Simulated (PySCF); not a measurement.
## A search over the determinants of CuN

Unrestricted PBE0; PySCF, no relativity, basis sets Cu def2-TZVPPD, N def2-TZVPPD. Outer shells of the fragments: Cu 3d10 4s1; N 2s2 2p3.

Followed along the bond (rough minima from three points):

```json
{"2Ms+1": "3", "unpaired": "π ↑↑", "⟨S²⟩ at the start": "2.06", "R at minimum (Å)": "1.81", "Te (eV)": "0.00"}
{"2Ms+1": "1", "unpaired": "π ↑↓", "⟨S²⟩ at the start": "1.01", "R at minimum (Å)": "1.79", "Te (eV)": "0.53"}
{"2Ms+1": "3", "unpaired": "σ ↑, π ↑", "⟨S²⟩ at the start": "2.03", "R at minimum (Å)": "1.74", "Te (eV)": "1.47"}
{"2Ms+1": "5", "unpaired": "σ ↑↑, π ↑↑", "⟨S²⟩ at the start": "6.01", "R at minimum (Å)": "none in the scan", "Te (eV)": "≤ 1.61"}
```

Solutions found at the starting distance of 1.790 Å, counted from the lowest of them; the search is not exhaustive and high or unbound solutions are not listed, so other states can lie among these:

| 2Ms+1 | unpaired | term | E (eV) | ⟨S²⟩ | ⟨Lz²⟩ | μ (D) |
| --- | --- | --- | --- | --- | --- | --- |
| 3 | π ↑↑ | ³Σ⁻ | 0.00 | 2.06 | 0.00 | -3.69 |
| 1 | π ↑↓ | mixed | 0.53 | 1.01 | 2.01 | -3.95 |
| 3 | σ ↑, π ↑ | ³Π | 1.48 | 2.03 | 1.02 | -4.85 |
| 5 | σ ↑↑, π ↑↑ | ⁵Σ⁻ | 1.62 | 6.01 | 0.00 | 0.54 |
| 1 | σ ↓, π ↑ | mixed | 1.87 | 1.03 | 1.02 | -4.86 |
| 1 | none | mixed | 1.98 | 0.00 | 2.00 | -4.25 |

A term symbol is given only where ⟨S²⟩ and ⟨Lz²⟩ are close to those of a pure state; real π, δ and φ orbitals otherwise mix terms. A positive dipole means Cu(−)N(+).

The state is the lowest single determinant that the PBE0 search found; with open d or f shells the true ground state can be another one.
